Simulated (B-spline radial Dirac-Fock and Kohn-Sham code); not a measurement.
## Binding energies of La²⁺

System: La²⁺, configuration [Xe] 5d1, inside a Watson sphere of charge -2 and radius 1.6 Å (a model of the Madelung potential; inside it an electron's potential energy is raised by 18.0 eV); nuclear rms radius 4.855 fm (A = 139).

Level of theory: Dirac-Fock (average of configuration) total-energy differences with a finite nucleus, the Breit interaction including its frequency dependence, and self-energy and vacuum-polarisation corrections; a radial B-spline solver. Correlation energy is missing from these numbers. Energies are counted from the vacuum level.

All terms are in eV, carry their sign (relaxation lowers the binding energy) and add up to the binding energy; ⟨r⟩ is the mean radius of the orbital in the initial state.

| subshell | −ε (Koopmans) | relaxation | Gaunt | retardation | QED | binding energy | ⟨r⟩ (bohr) |
| --- | --- | --- | --- | --- | --- | --- | --- |
| K (1s) | 39152.8 | -71.74 | -106.32 | 8.88 | -49.92 | 38933.6 | 0.025 |
| L1 (2s) | 6337.9 | -39.36 | -10.22 | 0.63 | -6.47 | 6282.5 | 0.107 |
| L2 (2p1/2) | 5961.1 | -43.20 | -18.10 | 2.02 | 0.39 | 5902.2 | 0.090 |
| L3 (2p3/2) | 5546.6 | -41.56 | -12.91 | 2.47 | -0.33 | 5494.3 | 0.096 |
| M1 (3s) | 1400.3 | -18.46 | -1.49 | 0.05 | -1.37 | 1379.1 | 0.284 |
| M2 (3p1/2) | 1240.6 | -19.10 | -2.87 | 0.29 | 0.08 | 1219.0 | 0.274 |
| M3 (3p3/2) | 1157.9 | -18.43 | -1.88 | 0.39 | -0.06 | 1137.9 | 0.286 |
| M4 (3d3/2) | 881.5 | -20.28 | -0.92 | 0.05 | 0.14 | 860.5 | 0.257 |
| M5 (3d5/2) | 864.1 | -20.01 | -0.49 | 0.05 | 0.09 | 843.7 | 0.261 |
| N1 (4s) | 301.0 | -8.13 | -0.23 | 0.00 | -0.30 | 292.4 | 0.654 |
| N2 (4p1/2) | 239.8 | -7.94 | -0.49 | 0.05 | 0.03 | 231.5 | 0.675 |
| N3 (4p3/2) | 222.1 | -7.66 | -0.28 | 0.07 | 0.00 | 214.2 | 0.700 |
| N4 (4d3/2) | 119.6 | -7.25 | -0.04 | 0.00 | 0.03 | 112.4 | 0.762 |
| N5 (4d5/2) | 116.5 | -7.16 | 0.04 | 0.00 | 0.02 | 109.4 | 0.772 |
| O1 (5s) | 47.00 | -3.08 | -0.03 | 0.00 | -0.05 | 43.84 | 1.568 |
| O2 (5p1/2) | 27.88 | -2.76 | -0.06 | 0.01 | 0.00 | 25.07 | 1.740 |
| O3 (5p3/2) | 25.09 | -2.62 | -0.03 | 0.01 | 0.00 | 22.45 | 1.813 |
| O4,5 (5d) | 2.20 | -0.05 | 0.01 | 0.00 | 0.00 | 2.15 | 5.034 |

For the deepest level, K (1s), the Breit terms make up -0.250 % of the binding energy, QED -0.128 % and orbital relaxation -0.184 %.

Spin-orbit splittings: 2p 408.0 eV, 3p 81.13 eV, 3d 16.79 eV, 4p 17.26 eV, 4d 2.95 eV, 5p 2.62 eV.

Values without a named source are computed, but for edge energies of neutral atoms, which are taken from tables.
